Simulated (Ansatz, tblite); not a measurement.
Cost and result up the ladder for the cluster GeCl₂ (3 atoms). The state is a singlet with charge 0. Geometry: B3LYP-D4/def2-TZVP.

| atom | x (Å) | y (Å) | z (Å) |
| --- | --- | --- | --- |
| Ge1 | 0.4702 | 0.2709 | -0.7669 |
| Cl2 | -1.2502 | -1.0946 | -0.5778 |
| Cl3 | 0.7800 | 0.8237 | 1.3447 |

Ansatz on 4 threads of Arm Neoverse V2 on a shared host; xTB runs through tblite on one thread. Times are rough, summed over both states, and most runs start from the orbitals of an earlier one. CCSD(T)/def2-TZVPP serves as the yardstick here, not as an exact answer. The other state is a doublet.

The xTB rows come from tblite. Correlated methods freeze 19 core orbitals; core or outer-core shells of Ge are correlated, in sets that lack core-valence functions. The structure comes from a short search, and lower isomers may exist.

Correlated methods converge slowly with the basis.

Raw xTB energies of ions are shifted by several eV.

```csv
level,functions,wall time,vertical IE (eV),difference from CCSD(T)/def2-TZVPP (eV)
GFN1-xTB,27,0.004 s,13.77,3.43
GFN2-xTB,27,0.005 s,14.67,4.33
PBE-D4/def2-TZVP (with forces),122,1.9 s,10.14,-0.20
PBE0-D4/def2-TZVP,122,4 s,10.34,-0.01
r2SCAN-D4/def2-TZVP,122,5 s,10.29,-0.05
CCSD(T)/def2-TZVPP,132,15 s,10.34,0.00
```
